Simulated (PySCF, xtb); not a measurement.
Ga(F)2(OSiH3) (F₂GaH₃OSi), SMILES [O]([SiH3])[Ga]([F])[F].

GFN2-xTB in xtb at its own geometry gives an orbital gap of 2.56 eV and a dipole moment of 3.18 D.

Geometry optimised at B3LYP-D3(BJ)/def2-SVP. The structure was generated by enumeration; whether it is a known compound was not checked. Other conformers were not sampled.

Q: What does PBE0/def2-TZVP run with PySCF give? (An estimate is asked for; the answer gives what the named calculation found.)

A: gap 7.24 eV (levels -9.26 and -2.02 eV), dipole 1.58 D.
